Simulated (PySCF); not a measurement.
Choosing a basis for TDDFT

Compound: butyl acetate, C₆H₁₂O₂.
Numbering: `[CH3:1][CH2:2][CH2:3][CH2:4][O:5][C:6]([CH3:7])=[O:8]` (hydrogens: H9, H10, H11 on C1; H12, H13 on C2; H14, H15 on C3; H16, H17 on C4; H18, H19, H20 on C7)

Structure used (PBE0-D3(BJ)/def2-SVP), in Å, numbered top down from 1:
```xyz
20
C6H12O2 angstrom
C     -2.865   -0.264    0.375
C     -2.136    0.940   -0.208
C     -0.625    0.928    0.002
C      0.072   -0.220   -0.703
O      1.491   -0.096   -0.624
C      2.084   -0.606    0.463
C      3.576   -0.444    0.403
O      1.489   -1.148    1.358
H     -3.955   -0.156    0.272
H     -2.640   -0.383    1.446
H     -2.583   -1.203   -0.126
H     -2.541    1.861    0.242
H     -2.354    1.018   -1.289
H     -0.190    1.871   -0.368
H     -0.396    0.868    1.079
H     -0.158   -0.214   -1.779
H     -0.225   -1.188   -0.276
H      3.877    0.281   -0.362
H      4.024   -1.422    0.167
H      3.945   -0.144    1.392
```

TDDFT with PBE0 (PySCF), vertical singlets, core orbitals frozen in the response, spherical d and f functions. The structure is a single PBE0-D3(BJ)/def2-SVP conformer in the gas phase; no vibrational or solvent corrections.

| basis | functions | diffuse | S1 (eV) | S2 (eV) | S3 (eV) | S4 (eV) | S5 (eV) | LUMO (eV) | α (au) |
| --- | --- | --- | --- | --- | --- | --- | --- | --- | --- |
| 6-31G* | 136 | no | 5.96 | 8.01 | 8.43 | 9.02 | 9.23 | 0.76 | 68.8 |
| 6-31+G* | 168 | yes | 5.97 | 7.32 | 7.71 | 7.79 | 7.88 | 0.33 | 76.4 |
| def2-SVP | 172 | no | 5.96 | 8.00 | 8.37 | 8.70 | 8.81 | 0.57 | 70.6 |
| aug-cc-pVDZ | 292 | yes | 5.92 | 6.95 | 7.31 | 7.48 | 7.49 | -0.04 | 83.1 |

**Question.** How much do these states and the polarisability depend on the basis?

**Answer.** States are compared by their number. Against the largest diffuse basis here (aug-cc-pVDZ, itself not a converged limit), sets without diffuse functions differ by up to 0.04 eV in S1 and 1.74 eV in S5; the smaller diffuse sets differ by up to 0.04 and 0.38 eV. State by state, the largest deviation of a set without diffuse functions is S1 0.04, S2 1.06, S3 1.12, S4 1.53, S5 1.74 eV. The same number needn't mean the same state in each row. Against aug-cc-pVDZ the polarisability deviates by -17% in 6-31G*, -8% in 6-31+G*, -15% in def2-SVP. A single + in a Pople set puts diffuse functions on heavy atoms only.
